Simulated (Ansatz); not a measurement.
```yaml
crystal:
  periodic: [false, false, false]
  atoms:
    - {symbol: Cl, position_ang: [-0.801836, -0.172124, 1.971554]}
    - {symbol: Ge, position_ang: [0.002100, -0.016296, 0.011119]}
    - {symbol: Br, position_ang: [1.850558, -1.336040, -0.141272]}
    - {symbol: Br, position_ang: [-1.564726, -0.701824, -1.491183]}
    - {symbol: Br, position_ang: [0.563903, 2.152585, -0.391518]}
basis:
  gaussian: {orbitals: cc-pVTZ, nuclear_model: gaussian, point_charges: [{charge: 1.00, position_ang: [5.251, -0.558, 0.924]}]}
total_charge: -1
magnetization: {spin_polarized: true, initial_magnetization: 1}
hamiltonian: {xc: {name: HF}}
correlation: {active_space: {window: {electrons: 40, orbitals: 30}}}
output: {forces: true}
```

```sh
$ ansatz run in.yaml --threads 4 --pin off --events-out ev --progress --plain --max-ram 11315MiB
```

Q: How does Ansatz answer? (An estimate is asked.)

A: Computed: The input was rejected before any iteration.
```
Error: invalid value for `correlation.active_space`: it starts from restricted Hartree–Fock orbitals; set hamiltonian.xc: hf without magnetization.spin_polarized
```
